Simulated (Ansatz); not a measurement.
`N#[C][SnH][Cl]`, charge 0, multiplicity 2.

Q: Give a relaxed structure at PBE0-D4/def2-TZVP (the Gaussian-basis code of Ansatz). (Estimate.)

A: The calculation gave: 
```xyz
5

N    -0.3477    2.1432    1.1608
C    -0.2012    1.0776    0.7432
Sn    0.0216   -0.9458    0.1452
Cl   -1.1616   -1.0808   -1.8496
H     1.6889   -1.1943   -0.1996
```
